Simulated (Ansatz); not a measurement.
The cluster Si4Ge3⁺. The state is a doublet with charge 1. Geometry PBE-D4/def2-SVP, that of the neutral singlet; atoms count from 1.

```tsv
atom	x (Å)	y (Å)	z (Å)
Si1	1.460	0.345	-0.647
Si2	-0.339	0.643	1.148
Si3	-0.969	0.224	-1.297
Si4	0.066	-1.632	0.048
Ge5	1.938	-0.870	1.405
Ge6	0.135	2.365	-0.937
Ge7	-2.292	-1.074	0.281
```

The structure comes from a short search, and lower isomers may exist.

Estimate the Mulliken populations from the PBE0/def2-TZVP orbitals of Ansatz.


| atom | charge (e) | spin (α − β) |
| --- | --- | --- |
| Si1 | 0.02 | 0.09 |
| Si2 | -0.02 | -0.04 |
| Si3 | 0.01 | 0.10 |
| Si4 | 0.01 | 0.10 |
| Ge5 | 0.32 | 0.25 |
| Ge6 | 0.32 | 0.25 |
| Ge7 | 0.32 | 0.25 |
Mulliken values depend strongly on the basis.

Where does the spin sit?

Summed by element: Si 0.25, Ge 0.75, of 1 unpaired in all. Largest on single atoms: Ge7 0.25, Ge6 0.25, Ge5 0.25.

And the Mayer bond orders between heavy atoms (over 0.3)?

Si1–Si2 0.54 (2.56 Å); Si1–Si3 0.62 (2.52 Å); Si1–Si4 0.62 (2.52 Å); Si1–Ge5 0.71 (2.43 Å); Si1–Ge6 0.71 (2.43 Å); Si2–Si3 0.55 (2.56 Å); Si2–Si4 0.55 (2.56 Å); Si2–Ge5 0.49 (2.75 Å); Si2–Ge6 0.49 (2.75 Å); Si2–Ge7 0.49 (2.74 Å); Si3–Si4 0.62 (2.52 Å); Si3–Ge6 0.71 (2.43 Å); Si3–Ge7 0.70 (2.43 Å); Si4–Ge5 0.71 (2.43 Å); Si4–Ge7 0.71 (2.43 Å).
